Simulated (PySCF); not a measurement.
Species: C2H8N2Si2.
Bonds: C1–C2 (double), C2–N3, N3–Si4, Si4–N5, N5–Si6, N3–Si6. Hydrogens: H7, H8 on C1; H9 on C2; H10, H11 on Si4; H12 on N5; H13, H14 on Si6.

Method: core-valence-separated Tamm–Dancoff BHandHLYP/aug-pcX-1 (pcseg-1 on H, def2-SVPD on Si) in PySCF, non-relativistic, gas phase, PBE0-D3(BJ)/def2-SVP geometry. The energies are unshifted.

What does the N 1s absorption edge look like?

```json
{"E (eV)": "398.62", "f": "0.0013", "core hole on": "N5", "main final orbital": "LUMO (88 %)"}
{"E (eV)": "399.23", "f": "0.0039", "core hole on": "N3", "main final orbital": "LUMO (76 %)"}
{"E (eV)": "399.70", "f": "0.0207", "core hole on": "N5", "main final orbital": "LUMO+1 (34 %)"}
{"E (eV)": "399.84", "f": "0.0324", "core hole on": "N5", "main final orbital": "spread"}
{"E (eV)": "399.95", "f": "0.0098", "core hole on": "N3", "main final orbital": "LUMO+4 (86 %)"}
{"E (eV)": "400.01", "f": "0.0340", "core hole on": "N3", "main final orbital": "LUMO+5 (42 %)"}
{"E (eV)": "400.65", "f": "0.0006", "core hole on": "N3", "main final orbital": "LUMO+3 (46 %)"}
{"E (eV)": "400.67", "f": "0.0064", "core hole on": "N5", "main final orbital": "LUMO+3 (38 %)"}
{"E (eV)": "400.95", "f": "0.0268", "core hole on": "N5", "main final orbital": "LUMO+4 (38 %)"}
{"E (eV)": "401.05", "f": "0.0028", "core hole on": "N5", "main final orbital": "LUMO+5 (62 %)"}
{"E (eV)": "401.29", "f": "0.0026", "core hole on": "N3", "main final orbital": "LUMO+1 (47 %)"}
```

The first line with a tenth or more of the strongest one's intensity is at 399.23 eV (f = 0.004), with the hole on N3 (nitrogen bridging silicon atoms). The strongest listed is at 400.01 eV (f = 0.034; N3).

What does the C 1s absorption edge look like?

| E (eV) | f | core hole on | main final orbital | polarisation |
| --- | --- | --- | --- | --- |
| 283.00 | 0.0512 | C1 | LUMO+4 (70 %) | normal to the local trigonal plane |
| 283.92 | 0.0703 | C2 | LUMO+4 (75 %) | normal to the local trigonal plane |
| 285.08 | 0.0086 | C1 | LUMO (41 %) | in the local trigonal plane |
| 285.58 | 0.0216 | C1 | LUMO+1 (31 %) | in the local trigonal plane |
| 285.81 | 0.0011 | C1 | LUMO (46 %) | in the local trigonal plane |
| 286.41 | 0.0152 | C2 | LUMO (51 %) | in the local trigonal plane |
| 286.65 | 0.0017 | C1 | LUMO+3 (44 %) | in the local trigonal plane |
| 286.74 | 0.0081 | C1 | LUMO+8 (72 %) | normal to the local trigonal plane |
| 286.91 | 0.0036 | C1 | LUMO+6 (40 %) | in the local trigonal plane |
| 287.16 | 0.0005 | C1 | LUMO+9 (42 %) | – |
| 287.38 | 0.0071 | C2 | LUMO (39 %) | in the local trigonal plane |

The first line with a tenth or more of the strongest one's intensity is at 283.00 eV (f = 0.051), with the hole on C1 (terminal =CH2 carbon), polarised normal to the local trigonal plane: a 1s→π* resonance. The strongest listed is at 283.92 eV (f = 0.070; C2, 1s→π*).

Roots within 0.03 eV whose holes lie on the same, on equivalent or on shared atoms are summed into one line, and the highest roots are left out, as the search may have cut off their partners. Final orbitals are the ground state's empty Kohn–Sham orbitals. A dash: too weak, shared between unlike atoms, or no plane or axis to refer to.

What length of transition dipole belongs to the line at 400.01 eV?

From f = (2/3) ΔE |μ|² in atomic units, with ΔE = 14.700 Eh and f = 0.0340: |μ| = 0.059 au = 0.15 D.

Only the lowest roots of each edge were sought.

Conformer computed: `[CH2:1]=[CH:2][N:3]1[SiH2:4][NH:5][SiH2:6]1`: C1–C2–N3–Si4 180°.

One conformer stands for the species.
